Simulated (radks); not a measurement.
Effect of the nuclear size on the sulfur ion S5+, [Ne] 3s1. Method: Dirac Kohn-Sham, PBE, spin-unpolarised, spherical densities, finite nucleus; Fermi nuclear charge, rms radius 3.2611 fm; computed with a radial shooting solver on a logarithmic mesh with Libxc functionals. The rms radius is varied about that value; shifts are against it.

| rms radius (fm) | total energy shift (eV) | density at nucleus (e/bohr^3) | 1s1/2 shift (meV) | 2s1/2 shift (meV) |
|---|---|---|---|---|
| 2.8959 | -0.00215 | 2952 | -0.903 | -0.065 |
| 3.1046 | -0.000953 | 2948 | -0.400 | -0.029 |
| 3.2611 | 0 | 2946 | 0.000 | 0.000 |
| 3.3785 | 0.000745 | 2944 | 0.313 | 0.022 |
| 3.7568 | 0.00332 | 2939 | 1.39 | 0.100 |

Slopes of the eigenvalues against <r^2> in GHz/fm^2, as finite differences over the two radii next to the reference (eigenvalue slopes, not the field-shift constants of lines): 1s1/2 97.0, 2s1/2 6.96.
